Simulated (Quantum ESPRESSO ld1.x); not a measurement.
Values are calculated unless marked as measured or tabulated.
Task: The sulfur ion S6+, 10 electrons, occupied as [Ne]. Level of theory: non-relativistic Kohn-Sham, LDA (Slater exchange, VWN5 correlation), spin-polarised, spherical densities, point nucleus (ld1.x of Quantum ESPRESSO 7.5). Some entries of the table are withheld. Estimate them.

orbital  occ.  eigenvalue (eV)  <1/r> (bohr^-1)
1s          2         -2495.53            15.52
2s          2              (1)            3.065
2p          6         -257.930              (2)
3s          0         -93.7417            1.046
3p          0         -80.6790           0.9798
3d          0         -63.0100           0.8256

Result: 
(1) 2s eigenvalue (eV): -310.409
(2) 2p <1/r> (bohr^-1): 2.986
